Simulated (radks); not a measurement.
Spherical quantum dot in the effective-mass picture: electrons in a hard-walled sphere of radius 5.65, all in effective atomic units (hartree* = m*/eps^2 hartree, bohr* = eps/m* bohr), one dielectric constant everywhere. Method: non-relativistic Kohn-Sham, LDA (Slater exchange, Perdew-Wang correlation), spin-polarised, spherical densities; computed with a radial shooting solver with Libxc functionals. Levels are named by radial order and angular momentum (1s, 1p, 1d, 2s, ...), and open shells are averaged over m.

N = 15, configuration 1s2 1p6 1d(up 5, down 2). This is the lowest configuration that the search found. Occupied and some empty levels:

| level | occupation | eigenvalue (hartree*) | <r> (bohr*) |
|---|---|---|---|
| 1s up | 1 | 3.4285 | 3.852 |
| 1s down | 1 | 3.4552 | 3.838 |
| 1p up | 3 | 3.5075 | 3.978 |
| 1p down | 3 | 3.5352 | 3.971 |
| 1d up | 5 | 3.6468 | 4.094 |
| 1d down | 2 | 3.6750 | 4.091 |
| 1f up | 0 | 3.8387 | 4.194 |
| 1f down | 0 | 3.8673 | 4.193 |
| 2s up | 0 | 4.0240 | 2.550 |
| 2s down | 0 | 4.0360 | 2.543 |
| 2p up | 0 | 4.2837 | 2.976 |
| 2p down | 0 | 4.2996 | 2.968 |

Energy (hartree*): total 28.9955, kinetic 7.1966, external 0, Hartree 25.824, exchange-correlation -4.0247.

Electron density:

| r (bohr*) | n(r) (e/bohr*^3) |
|---|---|
| 0.163 | 0.001130 |
| 0.585 | 0.001452 |
| 1.01 | 0.002272 |
| 1.43 | 0.003898 |
| 1.85 | 0.006781 |
| 2.27 | 0.01142 |
| 2.69 | 0.01817 |
| 3.12 | 0.02657 |
| 3.54 | 0.03469 |
| 3.96 | 0.03869 |
| 4.38 | 0.03425 |
| 4.80 | 0.02098 |
| 5.22 | 0.006163 |
| 5.64 | 6.614e-06 |
